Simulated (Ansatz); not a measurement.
Reactions of `COB(C)O`.

Computed with Ansatz on PBE0-D4/def2-TZVP structures; ΔE is electronic, products minus reactants. CCSD(T)/CBS is the MP2 limit (def2-TZVPP, def2-QZVPP) plus CCSD(T) − MP2 in def2-TZVPP, frozen cores. This one scheme is used for every species. DFT in def2-TZVPP. Elements past krypton have def2 core potentials. For Br, Ge, Se, Sn outer-core shells are correlated without core-valence functions, which leaves a few kJ/mol of doubt a bond. Scalar relativity is left out up to krypton. Each species was taken in one conformer, which may not be the lowest.

| reaction | MP2/CBS(def2) (eV) | ωB97M-V (eV) | CCSD/CBS(def2) (eV) | PBE-D4 (eV) | CCSD(T)/CBS(def2) (eV) |
| --- | --- | --- | --- | --- | --- |
| `COB(C)O` + HCl → `COB(O)Cl` + CH₄ | -0.92 | -0.88 | -0.85 | -0.88 | -0.86 |
| `COB(C)O` + `COCC=O` → `CB(O)C=O` + `COCOC` | 1.61 | 1.56 | 1.59 | 1.49 | 1.56 |
| `COB(C)O` + `O[SiH2][SiH2]Br` → `COB(O)Br` + `C[SiH2][SiH2]O` | 0.30 | 0.31 | 0.33 | 0.27 | 0.31 |
| `COB(C)O` + `[Cl][GeH]([Cl])[Br]` → `COB(C)Br` + `[OH][GeH]([Cl])[Cl]` | 0.73 | 0.82 | 0.79 | 0.79 | 0.76 |
| `COB(C)O` + `[SnH3][SiH]1CO1` → `CB(O)[SiH]1CO1` + `C[O][SnH3]` | 1.74 | 1.77 | 1.75 | 1.66 | 1.72 |
| `COB(C)O` + `OB(F)Br` → `COB(F)Br` + `COBO` | 1.06 | 1.02 | 1.01 | 0.99 | 1.02 |
| `COB(C)O` + `O[SiH3]` → `COB(C)O[SiH3]` + H₂O | -0.07 | -0.01 | -0.06 | -0.01 | -0.07 |
| `COB(C)O` + CH₃OH → `COB(O)OC` + CH₄ | -1.29 | -1.30 | -1.30 | -1.22 | -1.29 |
| `COB(C)O` + `C=[Se]` → `CB(O)C=[Se]` + CH₃OH | 1.04 | 1.12 | 1.11 | 0.98 | 1.07 |
| `COB(C)O` + `[SH][Al]1[CH2][SiH2]1` → `C[SiH]1[CH2][Al]1[SH]` + `CB(O)O` | -0.97 | -0.86 | -0.87 | -0.86 | -0.88 |

Largest T1 diagnostic: 0.015, for `CB(O)[SiH]1CO1`.
